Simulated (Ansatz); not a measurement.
Basis-set extrapolation for `ClC[SiH]1O[SiH2]1` (PBE0-D4/def2-TZVP geometry, frozen core, Ansatz 0.2.0). Multiplicity 1, RHF reference.

```json
{"": "HF", "def2-TZVPP": "-1153.113995", "def2-QZVPP": "-1153.150715"}
{"": "MP2 correlation", "def2-TZVPP": "-0.831476", "def2-QZVPP": "-0.899475"}
{"": "CCSD(T) correlation", "def2-TZVPP": "-0.920451", "def2-QZVPP": "not run"}
```

Energies in hartree. Use E(X) = E(∞) + A·exp(−7.88·√X) for Hartree–Fock and E(X) = E(∞) + B·X^(−2.97) for correlation, with X = 3 and 4, and add CCSD(T) minus MP2 of the smaller set to the MP2 limit.

Problem. What is the CCSD(T) energy at the basis-set limit?

Solution. HF limit: -1153.150715 + (-0.036720) × 0.13774 = -1153.15577. MP2 limit: -0.899475 + (-0.067999) × 0.74074 = -0.94984. Higher-order term: -0.920451 − (-0.831476) = -0.08898. Total: -1154.19459 hartree, 420.5 kJ/mol below CCSD(T)/def2-TZVPP.
